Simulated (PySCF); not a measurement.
CCl3, SMILES Cl[C+](Cl)Cl, charge +1. The structure is a stationary point at PBE-D3(BJ)/def2-SVP.

Calculation: PBE-D3(BJ)/def2-SVP (PySCF).

Harmonic wavenumbers (cm⁻¹): 306, 306, 509, 534, 1022, 1022. Rotational constants (GHz): 3.432, 3.432, 1.716; symmetry number 6.

Work out the zero-point energy and the ideal-gas rigid-rotor harmonic-oscillator thermochemistry at 298.15 K and 1 atm.

ZPE = ½ Σ hcν = ½ × 3699 cm⁻¹ = 22.12 kJ/mol. H − E(el) = 35.48 kJ/mol. Entropy in J/(mol K): translation 168.28, rotation 98.77, vibration 17.40, total 284.45. G − E(el) = -49.32 kJ/mol. Cp = 60.20 J/(mol K).
